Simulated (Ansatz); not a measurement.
CH$_{3}$InO$_{2}$. Charge 0, multiplicity 1. In takes the def2 core potential. The bonds changed during the relaxation, so this is another structure than the one it started from.

```xyz
7

O     0.282   -0.966   -0.090
In   -0.632   -0.446    2.331
C    -0.059    0.421   -0.368
O    -0.629    0.918    0.742
H     0.909   -1.304   -0.736
H    -0.743    0.430   -1.234
H     0.873    0.946   -0.645
```

What are the harmonic wavenumbers in cm⁻¹ at PBE0-D4/def2-TZVP (Ansatz, finite differences of forces, unscaled)? (An estimate is asked.)

Computed: 75, 117, 172, 399, 611, 920, 1098, 1162, 1231, 1280, 1423, 1541, 2926, 2954, 3856.

Is this a minimum?

Yes, all 15 modes are real.

Give the ideal-gas thermochemistry at 298.15 K and 1 bar (rigid rotor, harmonic oscillator; point group C1, symmetry number 1).

Zero-point energy 118.2 kJ/mol; H(298) − E = 135.2 kJ/mol; entropy 328.7 J/(mol·K), of which translation 172.3, rotation 109.1, vibration 47.3; G(298) − E = 37.2 kJ/mol. Modes under 100 cm⁻¹ are hindered rotations or soft bends, so the harmonic entropy is rough.

And at 400, 500, 600, 800 and 1000 K?


```
T (K)  H − E (kJ/mol)  S (J/mol/K)  G − E (kJ/mol)
  400           143.3        352.0             2.5
  500           152.3        372.1           -33.7
  600           162.2        390.1           -71.9
  800           184.1        421.6          -153.1
 1000           208.2        448.4          -240.2
```
